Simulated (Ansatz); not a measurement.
## Which isomer of C2H8AlN gives these data?

These gas-phase data were calculated for one isomer of C2H8AlN at r2SCAN-D4/def2-SVP (harmonic, unscaled wavenumbers; equilibrium rotational constants with average atomic masses):

- rotational constants: 18.41, 2.495, 2.485 GHz
- all wavenumbers above 1500 cm⁻¹: 3548, 3130, 3119, 3059, 3023, 2983, 1942, 1934

Candidates:

(1) `CC[NH][AlH2]`, a singlet
(2) `C[NH][AlH][CH3]`, a singlet
(3) `C[N](C)[AlH2]`, a singlet

Assign the data to one candidate and say why.

Candidate (1). The band at 3548 cm⁻¹ lies where the N–H stretch is expected; (3) has no mode between 3250 and 3800 cm⁻¹. 2 modes lie between 1700 and 2050 cm⁻¹, one for each Al–H bond, while (2) has 1.

The same quantities for all candidates:

|  | rotational constants (GHz) | wavenumbers above 1500 cm⁻¹ | E above the lowest, r2SCAN-D4/def2-SVP (kcal/mol) |
| --- | --- | --- | --- |
| (1) | 18.41, 2.495, 2.485 | 3548, 3130, 3119, 3059, 3023, 2983, 1942, 1934 | 7.3 |
| (2) | 10.22, 3.33, 2.594 | 3563, 3131, 3111, 3106, 3038, 3021, 2978, 1922 | 0.0 |
| (3) | 8.827, 4.35, 3.025 | 3114, 3113, 3023, 3014, 2962, 2956, 1942, 1932, 1501 | 14.8 |

Harmonic stretches to hydrogen usually lie a few per cent above observed fundamentals. Each candidate is one conformer. Programs: Ansatz 0.2.0.
